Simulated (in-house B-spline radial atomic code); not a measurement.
# Ionising Fe8+ with different functionals

Computed with a radial B-spline atomic code at the basis-set limit: four-component Dirac-Coulomb Hamiltonian, Fermi nucleus of rms radius 3.7377 fm, spin-restricted, spherical fractional occupations for the functionals. The ionisation energy is the difference of two self-consistent energies, [Ne] 3s2 3p6 → [Ne] 3s2 3p5, without Breit or QED terms; ε is the level of the shell that loses the electron (mean over j). The electron is taken from both j subshells in proportion to 2j + 1, so the result is a j average, not the step between ground levels.

Hybrids are left out here: with spherical fractional occupations of an open shell their exact exchange keeps a self-interaction that integer-occupation calculations don't have.

| method | rung | ΔSCF (eV) | -ε(3p) (eV) |
| --- | --- | --- | --- |
| LDA VWN5 | LDA | 234.75 | 220.31 |
| relativistic LDA | LDA | 234.67 | 220.24 |
| LDA PW92 | LDA | 234.74 | 220.30 |
| LDA exchange-only | LDA | 232.61 | 218.18 |
| PBE | GGA | 234.85 | 220.42 |
| PBEsol | GGA | 234.67 | 220.23 |
| BLYP | GGA | 234.69 | 220.24 |
| RPBE | GGA | 234.85 | 220.42 |
| PW91 | GGA | 235.00 | 220.56 |
| BP86 | GGA | 234.96 | 220.52 |
| AM05 | GGA | 234.62 | 220.18 |
| OLYP | GGA | 235.48 | 221.04 |

Problem. How do they compare with the NIST value?

Solution. NIST lists 233.6 eV ± 0.4 (semi-empirical, ground level to ground level). Errors run from -0.99 to +1.88 eV. The correlated functionals all miss on the same side by more than they spread, so the cause is common to them (Breit-QED terms, spin polarisation, the choice among j levels, multiplet and fine-structure energies, or a listed next ion that isn't the cheapest removal here) and closeness doesn't rank the functionals.
